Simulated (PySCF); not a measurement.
First SCF of a structure search on doublet Cs3, at a hand-made equilateral triangle geometry. PySCF input:

```python
from pyscf import gto, scf, dft
mol = gto.M(atom='''
Cs     0.000000     2.893200     0.000000
Cs     2.505600    -1.446600     0.000000
Cs    -2.505600    -1.446600     0.000000''',
    basis={'Cs': 'def2-TZVP'},
    ecp={'Cs': 'def2-TZVP'},
    charge=0, spin=1)
mf = dft.UKS(mol, xc='PBE0')
mf.grids.atom_grid = (50, 194)
aux = {'Cs': 'def2-universal-JKFIT'}
mf = mf.density_fit(auxbasis=aux)
mf.conv_tol = 1e-08
mf.diis_space = 10
mf.max_cycle = 60
mf.init_guess = 'minao'
mf.verbose = 4
mf.kernel()
```

Excerpt of the output (cycles alone):

```
init E= -50.4886888694717
cycle= 1 E= -60.2752923385817  delta_E= -9.79  |g|= 0.363  |ddm|= 3.51
cycle= 2 E= -60.2768359353085  delta_E= -0.00154  |g|= 0.402  |ddm|=  3.3
cycle= 3 E= -60.4356597184205  delta_E= -0.159  |g|= 0.0638  |ddm|= 1.09
cycle= 4 E= -60.4396746899114  delta_E= -0.00401  |g|= 0.0289  |ddm|= 0.38
cycle= 5 E= -60.4408727536407  delta_E= -0.0012  |g|= 0.00898  |ddm|= 0.201
cycle= 6 E= -60.4410259045379  delta_E= -0.000153  |g|= 0.00165  |ddm|= 0.0554
cycle= 7 E= -60.4410537459891  delta_E= -2.78e-05  |g|= 0.000994  |ddm|= 0.0343
cycle= 8 E= -60.4410641473116  delta_E= -1.04e-05  |g|= 0.000402  |ddm|= 0.0208
cycle= 9 E= -60.4410668967022  delta_E= -2.75e-06  |g|= 0.000142  |ddm|= 0.0107
cycle= 10 E= -60.4410673462557  delta_E= -4.5e-07  |g|= 7.5e-05  |ddm|= 0.00388
cycle= 11 E= -60.4410675351144  delta_E= -1.89e-07  |g|= 5.56e-05  |ddm|= 0.00284
cycle= 12 E= -60.4410676681202  delta_E= -1.33e-07  |g|= 3.53e-05  |ddm|= 0.00308
cycle= 13 E= -60.4410677403089  delta_E= -7.22e-08  |g|= 1.77e-05  |ddm|= 0.00316
cycle= 14 E= -60.4410677512619  delta_E= -1.1e-08  |g|= 3.61e-06  |ddm|= 0.00152
cycle= 15 E= -60.4410677515197  delta_E= -2.58e-10  |g|= 1.43e-06  |ddm|= 0.000171
Extra cycle  E= -60.4410677515276  delta_E= -7.86e-12  |g|= 1.49e-06  |ddm|= 2.74e-05
converged SCF energy = -60.4410677515276  <S^2> = 0.78014824  2S+1 = 2.0299244
```

No lower solution of this spin was found from smeared starts or by a stability analysis within the unrestricted form.

Spin–orbit coupling, left out here, can matter for elements this heavy.

The search for the lowest solution, 3 starts and the stability check together, took 9.9 s on 2 threads of a shared Arm Neoverse V2 host, with 87 basis functions. Launch command: `OMP_NUM_THREADS=2 python axn.py task.json out`.
